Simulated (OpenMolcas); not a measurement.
## Sm2+ in a point-charge field

Sm2+ among 2 point charges of -1 e arranged as a linear pair (D∞h), 2.42 Å from the ion.
```
   0.0000    0.0000    2.4200  -1.00
   0.0000    0.0000   -2.4200  -1.00
```

```
Program             : OpenMolcas
Method              : CASSCF
Basis               : ANO-RCC-VTZP [8s7p5d3f2g1h]
Scalar Hamiltonian  : DKH2, point nucleus
Active space        : 6 electrons in 7 orbitals (4f)
State averaging     : 2S+1 = 7 even, 7 roots; 2S+1 = 5 even, 86 roots kept (CI in the orbitals of an earlier block); 2S+1 = 3 even, 91 roots kept (CI in the orbitals of an earlier block, 76 in the spin-orbit step); 2S+1 = 1 even, 2 roots kept (CI in the orbitals of an earlier block, 0 in the spin-orbit step)
Spin-orbit coupling : RASSI with atomic mean-field integrals over the reference wave functions
```

The lowest spin-free states (labels by Λ), above the lowest:

```
State  Degeneracy  E (cm-1)  Free-ion L (%)
   7Σ           1       0.0         F (100)
   7Π           2     394.4         F (100)
   7Δ           2      1254         F (100)
   7Φ           2      2338         F (100)
   5Σ           1     22512          D (99)
   5Π           2     22572         D (100)
   5Δ           2     22950         D (100)
   5I           2     25652          L (99)
   5H           2     25681          L (99)
   5K           2     25707         L (100)
   5Γ           2     25769          L (99)
   5L           2     25859         L (100)
   5Φ           2     25887          L (99)
   5Δ           2     26003          L (99)
   5Π           2     26087          L (99)
   5Σ           1     26118         L (100)
   5Σ           1     26577          G (99)
   5Π           2     26624          G (99)
   5Δ           2     26821          G (99)
   5Φ           2     27179          G (99)
```

The lowest levels with spin-orbit coupling:

| E (cm-1) | Degeneracy | 2S+1 | J | |mJ| (%) | g |
| --- | --- | --- | --- | --- | --- |
| 0.0 | 1 | 7 | 0.96 | 0 (100) |  |
| 144.5 | 2 | 7 | 1.36 | 1 (100) | 0.00 0.00 4.02 |
| 584.7 | 2 | 7 | 2.24 | 2 (100) | 0.00 0.00 7.69 |
| 1146 | 1 | 7 | 1.90 | 0 (100) |  |
| 1318 | 2 | 7 | 2.41 | 1 (100) | 0.00 0.00 4.06 |
| 1360 | 2 | 7 | 3.32 | 3 (100) | 0.00 0.00 10.89 |
| 1791 | 2 | 7 | 3.34 | 2 (100) | 0.00 0.00 7.30 |
| 1892 | 1 | 7 | 2.36 | 0 (100) |  |
| 2169 | 2 | 7 | 3.24 | 1 (100) | 0.00 0.00 3.69 |
| 2472 | 1 | 7 | 2.90 | 0 (100) |  |
| 2582 | 2 | 7 | 4.31 | 4 (100) | 0.00 0.00 13.42 |
| 2626 | 2 | 7 | 4.32 | 3 (100) | 0.00 0.00 9.78 |
| 2738 | 2 | 7 | 4.31 | 2 (100) | 0.00 0.00 6.51 |
| 2908 | 2 | 7 | 4.07 | 1 (100) | 0.00 0.00 3.17 |
| 2996 | 1 | 7 | 3.79 | 0 (100) |  |
| 3536 | 2 | 7 | 4.99 | 1 (100) | 0.00 0.00 2.40 |
| 3561 | 1 | 7 | 4.74 | 0 (100) |  |
| 3643 | 2 | 7 | 4.98 | 2 (100) | 0.00 0.00 4.93 |
| 3807 | 2 | 7 | 5.01 | 3 (100) | 0.00 0.00 8.32 |
| 3980 | 2 | 7 | 5.09 | 4 (100) | 0.00 0.00 11.97 |

Powder χT (cm3 K/mol): 0.032 at 2 K, 0.16 at 10 K, 0.782 at 50 K, 1.27 at 100 K, 1.62 at 200 K, 1.81 at 300 K. The effective moment at 300 K is 2.828 √(χT) = 3.80 μB.

Hund's rules give f6 a J = 0 ground level with no moment of its own; the computed χT of 1.807 cm3 K/mol at 300 K comes from higher levels.

High states are left out of the spin-orbit mixing, which shifts the levels that they would mix with. This is an electrostatic model: the charges have no orbitals. The first state left out of the spin-orbit step lies near 45000 cm-1 above the lowest spin-free state of the reference (among the parities and spins computed), and the lists stop at four fifths of that energy or lower. No measured value stands beside these numbers.

With an even number of electrons the g values are those of a degenerate or nearly degenerate non-Kramers pair.
